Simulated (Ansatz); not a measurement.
A series at Hf: from `[OH][Hf]([Cl])([Cl])[Cl]`, ligands are replaced one by one, each step taking up H₂O and setting free HCl; n counts the steps. Ansatz, PBE0-D4/def2-TZVP geometries. Each molecule was computed in one conformer, which needn't be the lowest.

| n | molecule | zero-point energy, PBE0-D4/def2-TZVP (kJ/mol) |
| --- | --- | --- |
| 0 | `[OH][Hf]([Cl])([Cl])[Cl]` | ? |
| 1 | `[OH][Hf]([OH])([Cl])[Cl]` | 70.8 |
| 2 | `[OH][Hf]([OH])([OH])[Cl]` | 99.5 |
| 3 | `[OH][Hf]([OH])([OH])[OH]` | 126.3 |

Problem. By hand: fit a straight line y = ȳ + b (n − n̄) to the 3 given rows and predict n = 0.

Solution. n̄ = 2.000, ȳ = 98.87; Σ(n − n̄)(y − ȳ) = 55.50, Σ(n − n̄)² = 2.000, so b = 27.75 kJ/mol a step. Prediction: 98.87 + (27.75) × (-2.000) = 43.4 kJ/mol.

Problem. By hand: compare with the computed value, 41.7 kJ/mol, and give the steps along the whole series.

Solution. The line misses by -1.7 kJ/mol (computed minus predicted). Steps: 29.1, 28.7, 26.8 kJ/mol.

The steps differ by at most 2.3 kJ/mol, 8 % of a mean step, so the ligands' effects nearly add and a line is close. The miss is 2.0 % of the series' range.
